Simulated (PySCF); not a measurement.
A structure optimised at PBE-D3(BJ)/def2-SVP, used in a PySCF frequency run:

```xyz
7

Al    -0.4149     0.5701     0.0000
Cl     1.1846     1.9173     0.0000
N     -0.1024    -1.1765     0.0000
C      0.1816    -2.3562     0.0000
O      0.4473    -3.5071     0.0000
O     -1.9886     1.2194     0.0000
H     -2.7873     0.6691     0.0000
```

Question: Write its SMILES, formula and point group.

Answer: O=C=[N][Al]([OH])[Cl], CHAlClNO2, Cs

Question: What are its rotational constants (standard atomic weights)?

Answer: 3.9170, 1.1327, 0.87859 GHz
